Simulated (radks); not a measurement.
Coulomb parameter of the 5d shell of the iridium ion Ir+ in the model configuration [Xe] 4f14 5d6.5 6s1.5, as a second difference U = [E(n + 0.25) + E(n - 0.25) - 2 E(n)] / (0.25)^2 with all orbitals relaxed. "Bare": the charge of the atom changes with n. "Screened": the 6s shell takes up the change at fixed total charge, which measures U(5d,5d) + U(6s,6s) - 2 U(5d,6s). Method: scalar-relativistic Kohn-Sham, PBE, spin-unpolarised, spherical densities, point nucleus; computed with a radial shooting solver on a logarithmic mesh with Libxc functionals.

[
 {"case": "start", "configuration": "[Xe] 4f14 5d6.5 6s1.5", "E - E(n) (eV)": "0.000"},
 {"case": "bare +0.25", "configuration": "[Xe] 4f14 5d6.75 6s1.5", "E - E(n) (eV)": "-3.761"},
 {"case": "bare -0.25", "configuration": "[Xe] 4f14 5d6.25 6s1.5", "E - E(n) (eV)": "4.448"},
 {"case": "screened +0.25", "configuration": "[Xe] 4f14 5d6.75 6s1.25", "E - E(n) (eV)": "-0.542"},
 {"case": "screened -0.25", "configuration": "[Xe] 4f14 5d6.25 6s1.75", "E - E(n) (eV)": "0.612"}
]

U(bare) = 10.990 eV, U(screened by 6s) = 1.117 eV, against the Slater integral F0(5d,5d) = 15.025 eV with frozen orbitals.
